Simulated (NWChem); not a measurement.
Setting up singlet [CuF2]− in NWChem

[CuF2]−: 3 atoms, total charge -1, spin state singlet. As SMILES of the parent species, `[F][Cu][F]`. Geometry: a GFN2-xTB relaxation, a rough one for these elements and not checked as a minimum. That shape belongs to the parent species and isn't relaxed for this state.

```xyz
3

Cu    0.0002    0.0001   -0.0002
F    -0.0166   -0.0204    1.7001
F     0.0164    0.0203   -1.6999
```

Settings wanted:

* task: gradient
* method: DFT
* functional: LRC-wPBE
* basis set: def2-SVP
* integral approximation: none
* reference: RKS
* relativity: none
* integration grid: medium
* SCF convergence threshold: 1e-08
* iteration cap: 150
* module: dft

Problem. Give an NWChem 7.3.0 job that does this.

Solution. One that was run (others would do as well):

cuf2.nw:
```
start cuf2
memory total 2200 mb
charge -1

geometry noautosym nocenter noautoz
 Cu    0.000170    0.000100   -0.000210
 F    -0.016560   -0.020420    1.700130
 F     0.016390    0.020320   -1.699920
end

basis spherical bse
 Cu library def2-SVP
 F library def2-SVP
end

dft
 xc xwpbe 1.00 cpbe96 1.0 hfexch 1.00
 cam 0.3 cam_alpha 0.00 cam_beta 1.00
 grid medium
 convergence energy 1e-08
 direct
 iterations 150
 print medium
end

task dft gradient
```

```bash
$ nwchem cuf2.nw > cuf2.out
```

Calculated total energy: -1839.51625 Eh, largest force 2.142 eV/Å. Without diffuse functions such a state is poorly described. The shape is far from stationary at this level.
